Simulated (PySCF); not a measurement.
**Broadened absorption spectrum of C6H9BO2S**

C6H9BO2S.
SMILES: `COB(OC)c1ccsc1`

Computed with TDDFT CAM-B3LYP/def2-SVPD, vertical, gas phase, core orbitals frozen in the response in PySCF. Geometry: PBE0-D3(BJ)/def2-SVP, one conformer, isolated molecule. Torsions of this conformer, `[CH3:1][O:2][B:3]([O:4][CH3:5])[c:6]1[cH:7][cH:8][s:9][cH:10]1`: C1–O2–B3–O4 177°, O2–B3–O4–C5 0°, O2–B3–C6–C7 167°.

Computed states:

```
state  E (eV)       f
   S1    5.55   0.045
   S2    5.72   0.154
   S3    6.34  0.0041
   S4    6.41  0.0060
   S5    6.60  0.0020
   S6    6.82   0.456
   S7    6.87  0.0057
   S8    7.04  0.0017
   S9    7.13   0.142
  S10    7.30  0.0015
```

Broadening: Gaussians 0.25 eV wide at half height, area fixed by f = 4.319×10⁻⁹ ∫ε dν̃. The width is an assumption, not a result. The curve ends short of the highest state used, and states not computed would add to its high-energy end.

(1) Give the broadened spectrum and its maxima.

(2) Does any computed singlet lie in the visible range?

(3) Coming from long wavelengths, where does ε first pass 100 L mol⁻¹ cm⁻¹?

(4) On this curve, what absorbance would a 10⁻⁴ mol/L sample give at 193 nm over a 1 cm path?

## Answers

(1) 
```json
{"λ (nm)": "185.1", "ε (L mol⁻¹ cm⁻¹)": "25419"}
{"λ (nm)": "187.0", "ε (L mol⁻¹ cm⁻¹)": "10042"}
{"λ (nm)": "188.9", "ε (L mol⁻¹ cm⁻¹)": "3048"}
{"λ (nm)": "190.7", "ε (L mol⁻¹ cm⁻¹)": "1242"}
{"λ (nm)": "192.6", "ε (L mol⁻¹ cm⁻¹)": "1048"}
{"λ (nm)": "194.5", "ε (L mol⁻¹ cm⁻¹)": "1063"}
{"λ (nm)": "196.4", "ε (L mol⁻¹ cm⁻¹)": "866"}
{"λ (nm)": "198.2", "ε (L mol⁻¹ cm⁻¹)": "555"}
{"λ (nm)": "200.1", "ε (L mol⁻¹ cm⁻¹)": "267"}
{"λ (nm)": "202.0", "ε (L mol⁻¹ cm⁻¹)": "106"}
{"λ (nm)": "203.8", "ε (L mol⁻¹ cm⁻¹)": "79"}
{"λ (nm)": "205.7", "ε (L mol⁻¹ cm⁻¹)": "266"}
{"λ (nm)": "207.6", "ε (L mol⁻¹ cm⁻¹)": "1016"}
{"λ (nm)": "209.5", "ε (L mol⁻¹ cm⁻¹)": "2984"}
{"λ (nm)": "211.3", "ε (L mol⁻¹ cm⁻¹)": "6465"}
{"λ (nm)": "213.2", "ε (L mol⁻¹ cm⁻¹)": "11427"}
{"λ (nm)": "215.1", "ε (L mol⁻¹ cm⁻¹)": "15984"}
{"λ (nm)": "216.9", "ε (L mol⁻¹ cm⁻¹)": "18094"}
{"λ (nm)": "218.8", "ε (L mol⁻¹ cm⁻¹)": "17318"}
{"λ (nm)": "220.7", "ε (L mol⁻¹ cm⁻¹)": "14397"}
{"λ (nm)": "222.5", "ε (L mol⁻¹ cm⁻¹)": "11007"}
{"λ (nm)": "224.4", "ε (L mol⁻¹ cm⁻¹)": "7702"}
{"λ (nm)": "226.3", "ε (L mol⁻¹ cm⁻¹)": "4998"}
{"λ (nm)": "228.2", "ε (L mol⁻¹ cm⁻¹)": "2952"}
{"λ (nm)": "230.0", "ε (L mol⁻¹ cm⁻¹)": "1610"}
{"λ (nm)": "231.9", "ε (L mol⁻¹ cm⁻¹)": "747"}
{"λ (nm)": "233.8", "ε (L mol⁻¹ cm⁻¹)": "301"}
{"λ (nm)": "235.6", "ε (L mol⁻¹ cm⁻¹)": "112"}
{"λ (nm)": "237.5", "ε (L mol⁻¹ cm⁻¹)": "35"}
{"λ (nm)": "239.4", "ε (L mol⁻¹ cm⁻¹)": "9"}
```

Maxima: 217 nm (5.70 eV), ε about 18000, made up of S2 (90%); 194 nm (6.40 eV), ε about 1100, made up of S3 (36%) and S4 (60%) (hardly more than a shoulder) (ε in L mol⁻¹ cm⁻¹; maxima over ε = 5, shares over 10%). At its high-energy end, 6.70 eV, the curve is still rising (ε about 26000, from S6).

(2) No computed singlet lies in the visible range (380 to 750 nm); the lowest, at 223 nm, stands 2.29 eV above its violet end (3.26 eV).

(3) At about 236 nm (5.26 eV), 0.30 eV below S1.

(4) 193 nm is 6.424 eV, where ε is about 1100 L mol⁻¹ cm⁻¹, so A = ε c l ≈ 0.11 (Beer–Lambert, with the gas-phase spectrum and the assumed width).

All these states lie below the vertical ionisation energy of 8.79 eV (ΔSCF).

Hardware: one thread of an Arm Neoverse V1, no GPU, on a shared host. Cost: 6.4 min of wall time.
